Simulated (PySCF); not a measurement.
C₄H₁₂Al₂F₂, singlet at its GFN2-xTB optimised geometry (Å):

```
20

Al     0.5620    -1.3203     0.0000
Al    -0.5603     1.3317     0.0000
F      0.0005     0.0055    -1.1673
C      2.5440    -1.3203     0.0000
H      2.9743    -0.8554     0.8933
H      2.9764    -0.7934    -0.8571
H      2.9351    -2.3400    -0.0351
C     -0.8837    -2.6769     0.0007
H     -0.8099    -3.3726     0.8408
H     -0.8820    -3.2955    -0.9011
H     -1.8777    -2.2178     0.0615
F      0.0058     0.0083     1.1672
C      0.8775     2.6963    -0.0082
H      0.8214     3.3726     0.8491
H      0.8476     3.3348    -0.8955
H      1.8758     2.2432     0.0163
C     -2.5424     1.3238     0.0076
H     -2.9671     0.9062     0.9265
H     -2.9764     0.7501    -0.8182
H     -2.9376     2.3387    -0.0797
```

Level of theory: B3LYP/def2-SVP (PySCF 2.14.0). Cells within 0.4 Å of a nucleus heavier than hydrogen are left out (blank, or x).

Map of the log10 of the electron density (e/bohr³), floored at −4 on the plane z = 0.0 Å:

```
|000000000000000000000000000|
|000000000000001110000000000|
|000000000000122322100000000|
|000000000001234443210000000|
|000001221112356665321000000|
|000123443223467876532000000|
|000245665444578x87653100000|
|001357876555679x98864100000|
|001357987666778889864100000|
|0013578x8879x87777653100000|
|0023579x987xx86655432000000|
|001357888778976543322100000|
|001346777666666543333321000|
|000234555455666554555432000|
|000123333345666666777643100|
|000001223345679877888753100|
|00000023455668xx789x9753200|
|00000135677777x9788x8753100|
|000001468988877666789753100|
|00000146789x976555678753100|
|00000135678x875444566542000|
|000000235678764322344321000|
|000000123566653211122100000|
|000000012344432100000000000|
|000000001223210000000000000|
|000000000011000000000000000|
|000000000000000000000000000|
```
Scale: ten equal steps from -4.00 (start of '0') to -0.257 (end of '9'), in the order '0123456789'; x runs from -5.50 to 5.50, y from -5.50 (bottom) to 5.50 (top).
